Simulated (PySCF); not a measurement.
B(Me)2(NHMe) (C₃H₁₀BN), SMILES CNB(C)C.

Geometry: B3LYP-D3(BJ)/def2-SVP. One conformer was computed; it need not be the lowest.

Vertical ionisation energy (IE) and electron affinity (EA) in eV. Rows of orbital energies are one-electron estimates. Where ΔSCF, EOM or ADC give a negative EA the extra electron is unbound and the value depends on the basis.

```json
[
 {"level": "−ε(HOMO), −ε(LUMO), M06-2X/def2-TZVP (PySCF)", "IE": "8.67", "EA": "-1.35"},
 {"level": "−ε(HOMO), −ε(LUMO), PBE/def2-TZVP (PySCF)", "IE": "6.02", "EA": "-0.12"}
]
```
